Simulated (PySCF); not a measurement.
Two-component Hartree-Fock for Eu²⁴⁺ (europium, charge +24)

Start: [Kr] 4d3; 4d3/2 filled at m_j = -1/2, +1/2, +3/2. Calculated with PySCF 2.14 in an even-tempered Gaussian basis (17 s from 1.8 bohr⁻², ratio 2.8; 14 p from 2.3 bohr⁻², ratio 2.8; 9 d from 2.3 bohr⁻², ratio 2.8; 4 f from 9.1 bohr⁻², ratio 3): generalised Hartree-Fock with the X2C-1e Hamiltonian and a Gaussian nucleus; spin-orbit coupling (SO) screened by Boettger's factors.

```
spinor shell  electrons  ε, screened SO (eV)  weight of nominal j (screened SO)  rms radius, screened SO (bohr)
       1s1/2          2             -49500.9                              1.000                          0.0254
       2s1/2          2              -8872.7                              1.000                           0.103
       2p1/2          2              -8442.0                              1.000                          0.0881
       2p3/2          4              -7786.8                              1.000                          0.0944
       3s1/2          2              -2563.7                              1.000                           0.265
       3p1/2          2              -2378.5                              1.000                           0.256
       3p3/2          4              -2239.7                              1.000                           0.268
       3d3/2          4              -1924.8                              0.998                           0.240
       3d5/2          6              -1891.3                              0.999                           0.244
       4s1/2          2              -1034.2                              1.000                           0.560
       4p1/2          2              -959.02                              0.988                           0.569
       4p3/2          4              -911.65                              0.994                           0.593
       4d3/2          3              -796.65                              0.952                           0.596
```

| quantity | screened SO |
| --- | --- |
| E (hartree) | -10585.93079 |
| M_J | 3/2 |
| ⟨J²⟩ | 4.125 |
| ⟨L²⟩ | 9.315 |
| ⟨S²⟩ | 2.566 |

The determinant has a definite M_J but mixes levels of different J.

Each row is a mean over spinors that exchange with the open shell spreads, by up to 9.583 eV (4p1/2).

Breit and QED terms are absent; they matter most for the inner s and p1/2 levels.

Densities and radii are taken from the X2C orbitals without a picture-change correction, which distorts them close to the nucleus.
